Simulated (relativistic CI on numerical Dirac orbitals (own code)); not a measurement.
## What each ingredient does to the levels of Hf XL

Base calculation: Dirac-Coulomb-Breit CI, separate exchange-only KLI orbitals for each configuration, QED by a radiative potential, unscaled Slater integrals.

CI space (outside the closed core [Ar] 3d10): 4s2.4p3, 4s.4p4, 4s2.4p2.4d, 4p5, 4s.4p3.4d, 4s2.4p2.4f, 4s.4p3.4f, 4p4.4d, 4s.4p2.4d2, 4s2.4p.4d.4f, 4p4.4f, 4s2.4p.4d2, 4s2.4d3, 4s.4p.4d3, 4s2.4d2.4f, 4s.4p.4d2.4f, 4p3.4d2, 4p2.4d3, 4p2.4d2.4f. Double excitations out of closed p, d and f shells are left out; levels of such configurations are missing from the list, as are those of other unlisted configurations, and high levels can miss mixing partners.

The lowest level and the first level of each name with at least 55 % of one term (blank where a level has no safe partner in the second run):

```
            Level  Base (cm⁻¹)  Shift (cm⁻¹)
  4s2.4p3 2P°_3/2            0             0
  4s2.4p3 2D°_5/2       655261         +7703
  4s2.4p3 2P°_1/2       711152         +7131
    4s.4p4 2S_1/2      1480865          +716
4s2.4p2.4d 4D_1/2      1792610        +10685
4s2.4p2.4d 2G_9/2      1977312        +15172
4s2.4p2.4d 4F_9/2      2612991        +22021
```

At this charge energies of transitions that change n are usually good to better than 1 %, and those within a shell (Δn = 0) to a few per cent.

One thing was changed in a second run, which moved the levels as shown. Which?
A. Breit term removed
B. configuration mixing switched off
C. QED terms removed
D. one mean potential for all configurations

A. Breit term removed. The Breit term mainly narrows fine-structure intervals, so removing it widens them.

LS names give the leading component of a level, which can be under half, so a name can repeat, a term be missing and a line seem to break the LS rules.
